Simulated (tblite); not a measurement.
Start geometry of `Cc1cc(C[SiH3])coc1=O` from a force field or distance geometry (Å):
```
atom  x, y, z in Å
C1    -2.8153   -1.1713    0.0287
C2    -1.7263   -0.1539   -0.0146
C3    -0.4685   -0.4083    0.4381
C4     0.5510    0.6133    0.3685
C5     1.9279    0.2924    0.9158
Si6    3.0294   -0.7184   -0.2208
C7     0.2110    1.8106   -0.1055
O8    -1.0635    2.1262   -0.5729
C9    -2.0591    1.1759   -0.5583
O10   -3.1954    1.4233   -0.9727
H11   -3.1966   -1.3702   -0.9832
H12   -3.6610   -0.8104    0.6429
H13   -2.4955   -2.1199    0.4644
H14   -0.2200   -1.3779    0.8461
H15    1.8323   -0.2125    1.8747
H16    2.4535    1.2327    1.1405
H17    4.3522   -0.9334    0.4371
H18    3.2549   -0.0162   -1.5059
H19    2.4177   -2.0408   -0.4800
H20    0.8662    2.6694   -0.1798
```

Question: What comes out of this run: GFN2-xTB geometry optimisation, gas phase in tblite?

Answer: 
```
atom  x, y, z in Å
C1    -2.7836   -1.1864    0.0154
C2    -1.6850   -0.1772    0.0079
C3    -0.4471   -0.4018    0.5062
C4     0.5627    0.6075    0.4642
C5     1.9296    0.3318    0.9831
Si6    2.9434   -0.7072   -0.2658
C7     0.2178    1.7849   -0.1029
O8    -0.9979    2.0453   -0.6048
C9    -2.0059    1.1176   -0.5840
O10   -3.0774    1.4261   -1.0496
H11   -3.1460   -1.3390   -1.0002
H12   -3.6243   -0.8118    0.5981
H13   -2.4450   -2.1316    0.4311
H14   -0.2011   -1.3567    0.9503
H15    1.8586   -0.2077    1.9277
H16    2.4455    1.2707    1.1806
H17    4.2574   -0.9589    0.3246
H18    3.0579    0.0502   -1.5103
H19    2.2473   -1.9717   -0.5056
H20    0.8881    2.6266   -0.2028
```

The energy falls by 19.4 kJ/mol over 51 L-BFGS steps, the largest force on an atom goes from 2.06 to 0.009 eV/Å, and the atoms move by 0.101 Å rms after alignment. The bond that changes most is C7–O8 (unsaturated ring CH carbon to ring oxygen), which shortens by 0.053 Å. Bonds longer at the end by more than 0.005 Å: 2 of 20; shorter: 14. Among the angles that change most is C2–C9–O10, from 120.8° to 125.3°. Rotational constants go from 2348, 623.6, 529.6 to 2314, 650.5, 554.7 MHz. The orientation of the end geometry is arbitrary; only internal coordinates are fixed.

Its GFN2-xTB frequencies are all real (lowest 44 cm⁻¹). One conformer, not necessarily the lowest.

All values are computed, not measured.
